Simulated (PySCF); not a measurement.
A series of substituents X on one scaffold: vinyl-X. Isolated molecules, 0 K electronic values unless said otherwise. One relaxed conformer stands for each flexible species; it need not be the lowest. Strings in code marks are SMILES.

The four lowest singlet excitations (Tamm–Dancoff). Computed with TPSSh-D3(BJ)/def2-TZVP // B3LYP-D3(BJ)/def2-TZVP in PySCF. Excitations are Tamm–Dancoff values on a coarser integration grid. The basis has no diffuse functions, so Rydberg states are missing or too high.

| state | energy (eV) | wavelength (nm) | oscillator strength |
|---|---|---|---|
| S1 | 4.85 | 255 | 0.000 |
| S2 | 5.69 | 218 | 0.229 |
| S3 | 6.11 | 203 | 0.006 |
| S4 | 7.07 | 175 | 0.000 |

Task: Say which member gives these states.
A) `C=CN(C)C` (C–C–N–C torsion 6°)
B) `BC=C`
C) `C=CCC#N`
D) `C=C[SeH]` (C–C–Se–H torsion 0°)

Result: D, `C=C[SeH]` (C–C–Se–H torsion 0°)
